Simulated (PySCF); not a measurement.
## Polarisability and C₆ of Ca⁸⁺ (calcium, charge +8)

[Ne] 3s2, closed-shell 1S. All numbers are calculated (PySCF 2.14, no relativity, point nucleus, in an uncontracted even-tempered set (17 s from 0.4 bohr⁻², ratio 2.5; 11 p from 0.52 bohr⁻², ratio 2.5; 5 d from 2.4 bohr⁻², ratio 2.7; 4 f from 3.5 bohr⁻², ratio 2.7)). Coupled (time-dependent) response in atomic units; α is the mean over directions.

```
method  mean α (bohr³)  C₆ (like pair)  S(−4)
   UHF           1.223           1.134  1.324
  PBE0           1.175           1.063  1.247
```

S(−4) is the Cauchy moment in α(ω) = α(0) + S(−4) ω² + …

α(iu) at PBE0:

```
u (hartree)  α(iu) (bohr³)
          0          1.175
      0.100          1.163
      0.200          1.128
      0.400          1.006
      0.600         0.8545
      0.800         0.7084
       1.00         0.5835
       1.50         0.3706
       2.00         0.2537
       3.00         0.1446
       5.00        0.07309
```

A single London oscillator, α(iu) = α/(1 + u²/ω²), gives C₆ = (3/4) ω α². Matching the computed C₆ needs ω = 4 × 1.063 / (3 × 1.175²) = 1.03 hartree.

For an ion, C₆ is the dispersion term alone; charge-induced terms of lower order in 1/R come first.
